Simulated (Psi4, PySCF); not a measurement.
Two rigid molecules brought together: CO2 ··· C2H2 (SMILES O=C=O and C#C). Monomers: optimised at B3LYP-D3(BJ) (def2-TZVP), held rigid. Orientation: lowest of the rigid-body minima from ten starts at GFN2-xTB. Only R, the distance of the centres of mass, is varied, so the lowest point isn't the relaxed dimer.

Methods: RKS-B3LYP/6-31G* = PySCF with restricted B3LYP/6-31G*, spherical d, no counterpoise correction; RHF/LANL2DZ = restricted Hartree-Fock/LANL2DZ, no counterpoise correction run with PySCF; RMP2/3-21G = restricted MP2 (frozen core)/3-21G, no counterpoise correction run with PySCF; SAPT0/jun-cc-pVDZ, frozen core (Psi4).

Interaction energies in kJ/mol; the last columns give the difference from SAPT0:

| R / Å | RKS-B3LYP/6-31G* | RHF/LANL2DZ | RMP2/3-21G | SAPT0/jun-cc-pVDZ | RKS-B3LYP/6-31G* − SAPT0/jun-cc-pVDZ | RHF/LANL2DZ − SAPT0/jun-cc-pVDZ | RMP2/3-21G − SAPT0/jun-cc-pVDZ |
|---|---|---|---|---|---|---|---|
| 2.57 | 22.25 | 40.70 | 10.61 | 18.84 | 3.40 | 21.86 | -8.24 |
| 2.84 | 0.03 | 9.12 | -8.68 | -1.67 | 1.70 | 10.79 | -7.01 |
| 3.04 | -5.66 | -0.41 | -11.55 | -6.83 | 1.17 | 6.42 | -4.73 |
| 3.20 | -7.10 | -3.88 | -11.12 | -8.11 | 1.01 | 4.23 | -3.01 |
| 3.41 | -6.97 | -5.57 | -9.29 | -8.00 | 1.03 | 2.43 | -1.29 |
| 3.63 | -5.83 | -5.66 | -7.15 | -7.00 | 1.17 | 1.34 | -0.15 |
| 3.91 | -4.14 | -4.90 | -4.90 | -5.50 | 1.35 | 0.60 | 0.60 |
| 4.24 | -2.58 | -3.77 | -3.09 | -3.97 | 1.39 | 0.20 | 0.88 |
| 4.73 | -1.31 | -2.39 | -1.65 | -2.42 | 1.11 | 0.03 | 0.76 |
| 5.42 | -0.64 | -1.25 | -0.83 | -1.25 | 0.61 | 0.00 | 0.42 |
| 6.42 | -0.29 | -0.55 | -0.37 | -0.54 | 0.25 | -0.01 | 0.17 |
| 7.72 | -0.12 | -0.23 | -0.15 | -0.21 | 0.09 | -0.02 | 0.06 |

RKS-B3LYP/6-31G* is furthest from SAPT0/jun-cc-pVDZ at 2.57 (3.40 kJ/mol, above); its mean absolute difference over the points is 1.19 kJ/mol.

RHF/LANL2DZ is furthest from SAPT0/jun-cc-pVDZ at 2.57 (21.86 kJ/mol, above); its mean absolute difference over the points is 3.99 kJ/mol.

RMP2/3-21G is furthest from SAPT0/jun-cc-pVDZ at 2.57 (-8.24 kJ/mol, below); its mean absolute difference over the points is 2.28 kJ/mol.
